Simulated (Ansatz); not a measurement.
The cluster Zn₄Br₈, relaxed as a singlet with RKS PBE-D4/def2-SVP in Ansatz, starting from the GFN1-xTB geometry. Force threshold 0.03 eV/Å.

The structure comes from a short search, and lower isomers may exist.

Start:

```xyz
12

Zn   -3.392    1.542   -2.258
Zn   -0.871    0.618   -0.337
Zn    3.089   -1.274   -0.634
Zn    1.167   -0.758    3.321
Br    1.216   -1.076    5.566
Br    2.933   -1.462    1.793
Br   -0.649    0.275    2.063
Br   -2.704   -0.665   -1.397
Br    1.259    0.115   -1.425
Br    4.648   -2.284   -1.934
Br   -1.709    2.846   -1.001
Br   -4.987    2.123   -3.757
```

```json
{"step": "1", "energy (eV)": "-753855.8453", "largest force component (eV/Å)": "0.293", "SCF passes": "17"}
{"step": "2", "energy (eV)": "-753855.9898", "largest force component (eV/Å)": "0.199", "SCF passes": "18"}
{"step": "3", "energy (eV)": "-753856.0028", "largest force component (eV/Å)": "0.074", "SCF passes": "20"}
{"step": "4", "energy (eV)": "-753856.0074", "largest force component (eV/Å)": "0.031", "SCF passes": "18"}
{"step": "5", "energy (eV)": "-753856.0212", "largest force component (eV/Å)": "0.026", "SCF passes": "17"}
{"step": "6", "energy (eV)": "-753856.0252", "largest force component (eV/Å)": "0.056", "SCF passes": "18"}
{"step": "7", "energy (eV)": "-753856.0401", "largest force component (eV/Å)": "0.086", "SCF passes": "17"}
{"step": "8", "energy (eV)": "-753856.0588", "largest force component (eV/Å)": "0.185", "SCF passes": "17"}
{"step": "9", "energy (eV)": "-753856.0803", "largest force component (eV/Å)": "0.204", "SCF passes": "17"}
{"step": "10", "energy (eV)": "-753856.1000", "largest force component (eV/Å)": "0.240", "SCF passes": "18"}
{"step": "11", "energy (eV)": "-753856.1333", "largest force component (eV/Å)": "0.132", "SCF passes": "19"}
{"step": "14", "energy (eV)": "-753856.2106", "largest force component (eV/Å)": "0.089", "SCF passes": "17"}
{"step": "17", "energy (eV)": "-753856.2772", "largest force component (eV/Å)": "0.126", "SCF passes": "18"}
{"step": "20", "energy (eV)": "-753856.3495", "largest force component (eV/Å)": "0.161", "SCF passes": "18"}
{"step": "23", "energy (eV)": "-753856.4415", "largest force component (eV/Å)": "0.114", "SCF passes": "18"}
{"step": "26", "energy (eV)": "-753856.4875", "largest force component (eV/Å)": "0.083", "SCF passes": "18"}
{"step": "29", "energy (eV)": "-753856.5150", "largest force component (eV/Å)": "0.185", "SCF passes": "18"}
{"step": "32", "energy (eV)": "-753856.5386", "largest force component (eV/Å)": "0.195", "SCF passes": "17"}
{"step": "35", "energy (eV)": "-753856.5612", "largest force component (eV/Å)": "0.165", "SCF passes": "19"}
{"step": "38", "energy (eV)": "-753856.6753", "largest force component (eV/Å)": "0.196", "SCF passes": "19"}
{"step": "41", "energy (eV)": "-753856.8768", "largest force component (eV/Å)": "0.101", "SCF passes": "19"}
{"step": "44", "energy (eV)": "-753856.9069", "largest force component (eV/Å)": "0.134", "SCF passes": "18"}
{"step": "46", "energy (eV)": "-753856.9110", "largest force component (eV/Å)": "0.003", "SCF passes": "20"}
```

Force components are those of the run's own axes.

End:

Cartesian coordinates in Å:
```
Zn -1.304 0.468 -2.683
Zn -0.895 1.064 0.622
Zn 0.896 -1.065 -0.621
Zn 1.303 -0.469 2.683
Br 2.686 -0.350 4.484
Br 1.450 -2.528 1.184
Br -1.062 0.456 2.926
Br -1.671 -1.089 -0.545
Br 1.671 1.088 0.545
Br 1.061 -0.459 -2.925
Br -1.450 2.526 -1.183
Br -2.684 0.358 -4.487
```

Bonds formed: Zn1–Br10, Zn3–Br8, Zn4–Br9 (atoms count from 1). The end is the same structure that another start reached, the lowest one found.

The force fell under the threshold at step 5, but the optimiser went on and released 0.890 eV more. No frequencies were taken in this run, so the end may be a saddle point.

It took 2.2 min on 2 threads of AMD EPYC 7R13 on a shared host and a share (18 GiB) of an NVIDIA H100 80GB HBM3, peak host memory 1.1 GiB.
